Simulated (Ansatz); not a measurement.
Total energies of (H3Sn)2CH2 (CH₈Sn₂) from Ansatz at PBE-D4/def2-TZVP, gas phase (1 Eh = 27.2114 eV = 2625.5 kJ/mol). The reference geometry is relaxed at PBE0-D4/def2-SVP.

```
atom   x (Å)   y (Å)   z (Å)
 Sn1   1.124  -1.065  -0.980
  H2   2.702  -0.867  -1.628
  H3   1.157  -2.290   0.221
  H4   0.049  -1.532  -2.232
  C5   0.436   0.781  -0.108
 Sn6  -1.377   0.610   1.043
  H7  -2.535  -0.297   0.159
  H8  -2.019   2.167   1.380
  H9  -1.037  -0.197   2.518
 H10   0.274   1.509  -0.918
 H11   1.227   1.182   0.546
```

| state | geometry | energy (Eh) |
| --- | --- | --- |
| charge 0 singlet | reference | -471.40166 |
| charge 1 doublet | reference | -471.05179 |
| charge 1 doublet | relaxed at PBE0-D4/def2-SVP | -471.07536 |
| free Sn atom (triplet) | – | -214.24935 |
| free H atom (doublet) | – | -0.49962 |
| free C atom (triplet) | – | -37.79597 |

In the def2 sets Sn takes a core potential; there is no spin–orbit coupling.

**Question.** Work out the vertical ionisation energy to the doublet.

**Answer.** E(charge 1 doublet) − E(charge 0 singlet) = -471.05179 − (-471.40166) = 0.34987 Eh = 9.52 eV. For comparison, −ε of the highest occupied level is 6.88 eV at this level, 2.64 eV less.

**Question.** How much does the charge 1 doublet relax, and what is the adiabatic ionisation energy?

**Answer.** Relaxation: -471.05179 − (-471.07536) = 0.02357 Eh = 0.64 eV. Adiabatic ionisation energy: 0.32630 Eh = 8.88 eV, without zero-point energy. 

**Question.** What is the binding energy per atom against free atoms?

**Answer.** Atoms: 2 × (-214.24935) + 8 × (-0.49962) + 1 × (-37.79597) = -470.29163 Eh. Binding: -470.29163 − (-471.40166) = 1.11003 Eh = 30.21 eV, or 2.75 eV for each of 11 atoms (no zero-point energy, no counterpoise term).
